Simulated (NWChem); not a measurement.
A series in which one site is exchanged, each optimised at PBE0/def2-SVP with NWChem, gas phase unless a solvent is named. All stand in one matching conformer (torsions within 35°), which need not be the lowest. Pople sets run with spherical d functions. This build's default masses of Se (78.918 u) and Br (79.917 u) are each other's, which moves their modes by up to 0.6 %. Shieldings are non-relativistic GIAO values without spin-orbit effects.

A: [NH2][Al]([NH2])[F] (AlN2H4F; site = F)
B: [NH2][Al]([Br])[NH2] (AlN$_{2}$H$_{4}$Br; site = Br)
C: [NH2][AlH][NH2] (AlN2H5; site = H)
D: [NH2][Al]([NH2])[Cl] (AlN$_{2}$H$_{4}$Cl; site = Cl)

Task: Rank them by Al absolute shielding, B3LYP/6-31G* (ppm), lowest first.

Result: C (451.1), B (458.3), D (466.4), A (483.6)
